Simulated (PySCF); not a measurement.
These 2 structures share the formula C6H12P2. Method used: PBE0-D3(BJ)/def2-SVP geometry optimisation, gas phase in PySCF 2.14.0. One conformer each; no zero-point energy, no entropy. No frequencies were run at this level. Point groups hold within 0.08 Å.

Question: Rank from lowest to highest electronic energy at this level (kcal/mol).
A. `[CH2:1]=[P@:2]1([PH2:3])[CH2:4][CH:5]=[C:6]([CH3:7])[CH2:8]1` with C1–P2–P3–H -65° and 29°, C1–P2–C4–C5 -101°, P2–C4–C5–C6 -15°, C5–C6–C8–P2 14°, C1–P2–C8–C6 113°
B. `[CH3:1][P:2]([CH3:3])[P:4]1[CH:5]=[CH:6][CH2:7][CH2:8]1` with C1–P2–P4–C5 -72°, P2–P4–C5–C6 -88°, C5–C6–C7–C8 -18°, C6–C7–C8–P4 25°, P2–P4–C8–C7 76°

Answer: B (0.0), A (40.6).

```csv
SMILES,E (Eh),E rel (kcal/mol),dipole (D),point group,"A, B, C (MHz)"
CP(C)P1C=CCC1,-917.65695,0.0,0.51,C1,"2462, 1050, 917.8"
C=[P@]1(P)CC=C(C)C1,-917.59225,40.6,1.95,C1,"2486, 891.2, 855.3"
```

How do the relative energies change in single points at PBE0/pcSseg-1 (no added dispersion term) on the same geometries?

```json
{"SMILES": "CP(C)P1C=CCC1", "PBE0-D3(BJ)/def2-SVP (kcal/mol)": "0.0", "PBE0/pcSseg-1 (kcal/mol)": "0.0", "shift": "0.0"}
{"SMILES": "C=[P@]1(P)CC=C(C)C1", "PBE0-D3(BJ)/def2-SVP (kcal/mol)": "40.6", "PBE0/pcSseg-1 (kcal/mol)": "40.7", "shift": "+0.1"}
```

Each column counts from its own lowest isomer. The order is unchanged; the largest shift is 0.1 kcal/mol.
